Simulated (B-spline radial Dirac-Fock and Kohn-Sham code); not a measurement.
# Tl 4d3/2: cross section and angular parameters

System: neutral thallium, configuration [Xe] 4f14 5d10 6s2 6p1; threshold 405.7 eV (tabulated edge). Level of theory: Dirac-Hartree-Slater photoionisation with a Latter tail; cross sections with all multipoles, angular parameters from the dipole term and its interference with E2; an atomic code on a B-spline grid.

```
hν (eV)  σ (kb)       β       γ       δ
    425     111   1.230   0.100   0.005
    451     143   0.182   0.123  -0.004
    480     165  -0.592   0.067   0.015
    545     203  -0.715  -0.153   0.126
    600     222  -0.474  -0.147   0.170
    687     234  -0.099   0.012   0.154
   1090     179   0.758   0.142   0.025
   1180     163   0.851   0.107   0.016
   1230     155   0.895   0.087   0.013
 1253.6     151   0.914   0.078   0.011
   1360     134   0.989   0.041   0.007
   1490     117   1.063   0.004   0.005
   1830       ?       ?       ?       ?
   2720    37.0   1.344   0.017   0.028
   4000    14.9   1.393   0.283   0.052
   6000    5.05   1.368   0.728   0.084
   6030    4.98   1.368   0.734   0.084
   7300    2.88   1.334   0.982   0.103
   9450    1.33   1.271   1.341   0.135
   9940    1.14   1.257   1.414   0.143
  11600   0.700   1.209   1.636   0.168
  12000   0.628   1.198   1.684   0.174
```

Task: Give the values at 1830 eV.

Result: σ = 82.3 kb, β = 1.195, γ = -0.048, δ = 0.009.

Values without a named source are computed, but for edge energies of neutral atoms, which are taken from tables.
